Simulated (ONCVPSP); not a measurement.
**strontium: one change to an ONCV potential, before and after**

ONCVPSP 4.0.1 input, shortened (lines: element, Z, core and valence counts, functional; n l f; lmax; l rc ep ncon nbas qcut; lloc lpopt rc5 dvloc0; l nproj debl; icmod fcfact rcfact), LDA (Perdew-Zunger), scalar-relativistic:

```
  Sr 38.00    6    3        3      upf
    1    0    2.00
    2    0    2.00
    2    1    6.00
    3    0    2.00
    3    1    6.00
    3    2   10.00
    4    0    2.00
    4    1    6.00
    5    0    0.50
    3
    0    2.30    0.00    4    7    6.20
    1    1.85    0.00    5    9    7.60
    2    1.85    0.06    5    9    5.00
    3    1.95    0.29    4    9    4.90
    2    5    1.85    0.00
    0    2    1.20
    1    2    3.40
    2    0    0.40
    3    2    3.30
    2    0.45    1.05
```

In the d channel the program set the typed energies aside and used 0.050 Ha.

All-electron outer shells of the reference configuration (LDA (Perdew-Zunger), scalar-relativistic, ld1.x):

```json
{"shell": "4s", "level (eV)": "-50.97", "outermost node (bohr)": "0.59", "outermost maximum (bohr)": "1.19"}
{"shell": "4p", "level (eV)": "-32.82", "outermost node (bohr)": "0.61", "outermost maximum (bohr)": "1.32"}
{"shell": "5s", "level (eV)": "-11.21", "outermost node (bohr)": "1.63", "outermost maximum (bohr)": "3.28"}
```

Change: all radii but the core radius scaled by about 1.09 (s 2.50, p 2.02, d 2.02, f 2.12 bohr).

Cutoffs: the cutoffs (Ha) at which the residual kinetic energy of the hardest occupied pseudo-wave falls to 1 and 0.1 mHa per electron; they do not see the model core or the augmentation charge, which bear on the density cutoff. Errors are all-electron minus pseudo energies relative to the spin-unpolarised reference configuration.

Problem. How do hardness, ghosts and transferability respond?

Solution. The potential gets softer (19 Ha and 23 Ha → 17 Ha and 22 Ha); the errors of the 4 common tests hardly move; neither file shows a bound ghost. A larger radius leaves more room for a smooth pseudo-wave, so fewer plane waves are needed.

| quantity | base | changed |
| --- | --- | --- |
| cutoff, loose | 19 Ha | 17 Ha |
| cutoff, tight | 23 Ha | 22 Ha |
| loose cutoff by channel | s 11 Ha, p 19 Ha | s 9.5 Ha, p 17 Ha |
| bound ghosts | none | none |
| GHOST(+) flags under 300 eV | none | p at 90.3 eV |
| error for 4s2 4p6 5s2, meV [ΔE -11.01 eV] | -0.3 | -0.4 |
| error for 4s2 4p6 5s1, meV [ΔE -4.95 eV] | +0.1 | +0.1 |
| error for 4s2 4p6 5s0, meV [ΔE 6.23 eV] | -0.7 | -0.7 |
| error for 4s2 4p5 5s2, meV [ΔE 17.37 eV] | +4.8 | +5.4 |
| rms error of d²Exc/dni dnj with the model core, mHa | 0.85 | 0.99 |

Base: The cutoffs count occupied waves only; projector 2 of the f channel, the hardest unoccupied one, needs 99 Ha at the loose tolerance. Changed file: The cutoffs count occupied waves only; projector 2 of the f channel, the hardest unoccupied one, needs 86 Ha at the loose tolerance.
